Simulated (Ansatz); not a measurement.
Species: C$_{4}$H$_{10}$B, net charge 0, doublet state. It need not be the lowest isomer of its formula. 
Coordinates optimised at B3LYP-D3(BJ)/def2-TZVP (Ansatz, a quantum-chemistry and plane-wave program):
SMILES: C[CH]B(C)C
```xyz
15

C      2.1369     0.3044    -0.0794
C      0.9147    -0.4930    -0.3596
B     -0.5314    -0.1238     0.0026
C     -0.8441     1.2212     0.7676
C     -1.7135    -1.0803    -0.4056
H      1.9234     1.2439     0.4294
H      2.8454    -0.2651     0.5363
H      2.6787     0.5319    -1.0064
H      1.1060    -1.4303    -0.8817
H     -0.7254     2.0651     0.0746
H     -1.8620     1.2742     1.1585
H     -0.1503     1.4193     1.5899
H     -2.1939    -1.4734     0.4999
H     -2.5040    -0.5282    -0.9266
H     -1.4244    -1.9320    -1.0245
```
Charge 0, spin multiplicity 2.

Total electronic energies in hartree. Correlated levels leave the core frozen unless marked. Open shells are spin-unrestricted. Spin-orbit coupling is left out. Non-relativistic unless marked X2C. CBS marks a two-point X^-3 extrapolation of the correlation energy; Hartree-Fock from the larger set.

| level | program | energy (Eh) |
|---|---|---|
| HF/6-31G | Ansatz | -181.89624 |
| BLYP-D3(BJ)/def2-TZVPD | Ansatz + dftd3 | -183.23367 |
| BLYP-D4/def2-TZVPD | Ansatz + dftd4 | -183.23369 |
| r2SCAN-D4/def2-TZVPD | Ansatz + dftd4 | ? |
| PBE0-D3(BJ)/def2-TZVP | Ansatz + dftd3 | -183.09907 |
| PBE0/def2-QZVPP | Ansatz | -183.10419 |
| LC-wPBE/def2-TZVPD | Ansatz | -183.20865 |
| wB97X-V/def2-TZVPD | Ansatz | ? |
| B2GP-PLYP-D3(BJ)/def2-TZVPD | Ansatz + dftd3 | -183.10035 |
| B2PLYP-D3(BJ)/def2-TZVPD | Ansatz + dftd3 | -183.14190 |
| PBE-QIDH/def2-TZVPD | Ansatz | -183.05507 |
| MP2/cc-pVTZ | Ansatz | -182.80230 |
| MP2/cc-pwCVTZ | Ansatz | -182.81342 |
| X2C-CCSD(T)/cc-pVTZ-DK | Ansatz | -182.96224 |
| CCSD(T)/CBS(cc-pVTZ,cc-pVQZ) | Ansatz | -182.9805 |

Complete the blanks.


- r2SCAN-D4/def2-TZVPD, energy (Eh): -183.21130
- wB97X-V/def2-TZVPD, energy (Eh): -183.27467
